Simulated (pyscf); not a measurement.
`[TeH2]` + `[GeH2]` [singlet] → `[GeH3][TeH]`, an insertion (singlet surface; H–Te broken, Ge–Te, Ge–H formed). Optimised with ωB97X-D3(BJ)/def2-SVP in PySCF. Correlated levels are frozen-core, on RHF or UHF. ΔMP2 is the change of the MP2 total energy from the triple- to the quadruple-zeta basis. Energies in kcal/mol from the separated reactants.

Small-basis levels: PySCF, no dispersion term, spherical d functions. AM1 to PM7: differences of heats of formation from MOPAC, which are fitted to 298 K values and so differ in kind from electronic energies by zero-point and thermal terms. GFN2-xTB: tblite. 

| level | barrier | reaction energy |
|---|---|---|
| HF/6-31G*+LANL2DZ | 17.0 | -44.8 |
| SVWN5/6-31G*+LANL2DZ | -19.7 | -59.3 |
| PBE/6-31G*+LANL2DZ | -12.1 | -53.8 |
| B3LYP/LANL2DZ | -1.9 | -47.5 |
| B3LYP/6-31G*+LANL2DZ | -1.9 | -48.1 |
| M06-2X/6-31G*+LANL2DZ | -3.9 | -53.4 |
| B3LYP/6-311+G**+LANL2DZ | -3.4 | -45.4 |
| PBE/def2-SVP | -17.1 | -54.5 |
| B3LYP/def2-SVP | -8.1 | -50.0 |
| GFN2-xTB | 3.7 | -31.6 |
| AM1 | -17.7 | -54.9 |
| PM6 | -29.2 | -112.8 |
| CCSD(T)/def2-TZVPP + ΔMP2(QZVPP) | -10.3 | -55.9 |

Against the last row the barrier runs from -18.9 (PM6) to +27.3 kcal/mol (HF/6-31G*+LANL2DZ). CCSD(T)/def2-TZVPP + ΔMP2(QZVPP) has limits of its own. On the reactant side the descent ends in an adduct with a Ge–Te, Ge–H contact, 11.3 kcal/mol under the separated species and 0.9 kcal/mol under the saddle at ωB97X-D3(BJ)/def2-TZVP. At CCSD(T) the saddle lies under the separated reactants, which points to a path from their complex (located at ωB97X-D3(BJ) alone). What is counted as formed (Ge–Te, Ge–H) is already present as a longer contact in the reactant adduct; forming that adduct is a step of its own. This is the saddle that the search found; another between the same sides may lie lower. The CCSD(T) − MP2 part came from Ansatz, without density fitting, on the same reference. The frozen core leaves the outer d or s,p core shells of the metals and heavy elements correlated in the MP2 and CC values, and def2-TZVPP describes them poorly, which can shift differences by a few kcal/mol. In the def2 sets elements up to Kr have no core potential. In the def2 sets elements past Kr carry core potentials, without spin-orbit coupling.
